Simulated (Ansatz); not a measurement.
Computed with frozen-core CCSD(T)/def2-TZVPP // PBE-D3(BJ)/def2-TZVP (Ansatz, a first-principles code).

Ansatz 0.2 input:
```yaml
crystal:
  periodic: [false, false, false]
  atoms:
    - { symbol: O, position_ang: [1.416789, 0.565224, 0.07263] }
    - { symbol: Sn, position_ang: [-0.494824, -0.002216, -0.056453] }
    - { symbol: H, position_ang: [1.993898, -0.193625, 0.260244] }
    - { symbol: H, position_ang: [-1.296352, 1.472984, -0.387185] }
    - { symbol: H, position_ang: [-0.970414, -0.696674, 1.447879] }
    - { symbol: H, position_ang: [-0.649097, -1.14569, -1.337115] }
basis:
  gaussian: { orbitals: def2-TZVPP }
correlation:
  method: ccsd_t
```

Output:

```
Functional definition: HF
971 factors; integrals over basis functions are off by at most 9.5e-4 eV
mean field evaluation 1: about -7903.5357 eV, gradient 3.9e1 eV
mean field evaluation 2: about -7903.6321 eV, gradient 4.0e1 eV
mean field evaluation 4: about -7906.6372 eV, gradient 2.2e0 eV
mean field evaluation 8: about -7906.6679 eV, gradient 9.7e-2 eV
mean field evaluation 16: about -7904.9239 eV, gradient 3.2e1 eV
mean field -7906.66791729 eV, -290.5646866286 hartree, gradient 1.3e-6 eV, S^2 0.000000; 0 other end points of the search recorded, 0 dependent functions left out
5 core orbitals not correlated
reference -7906.66791729 eV, -290.5646866286 hartree; 12, 12 occupied and 120, 120 virtual orbitals, 971 factors
second order -15.96402123 eV of doubles, -0.00000000 eV of singles
cycle   1  -15.77307089 eV  change    1.9e-1 eV  update   9.8e-2
cycle   2  -16.19481261 eV  change   -4.2e-1 eV  update   3.0e-2
cycle   3  -16.29152978 eV  change   -9.7e-2 eV  update   1.7e-2
cycle   4  -16.28188110 eV  change    9.6e-3 eV  update   4.0e-3
cycle   5  -16.27992972 eV  change    2.0e-3 eV  update   1.7e-3
cycle   6  -16.28034219 eV  change   -4.1e-4 eV  update   5.3e-4
cycle   7  -16.28022528 eV  change    1.2e-4 eV  update   2.4e-4
cycle   8  -16.28019192 eV  change    3.3e-5 eV  update   7.7e-5
cycle   9  -16.28022313 eV  change   -3.1e-5 eV  update   2.8e-5
cycle  10  -16.28023049 eV  change   -7.4e-6 eV  update   9.1e-6
perturbative correction -0.48601902 eV, -0.0178608694 hartree
Total energy: -7923.43416680 eV, -291.1808349332 hartree
```

Cost: very roughly 30 core-seconds.
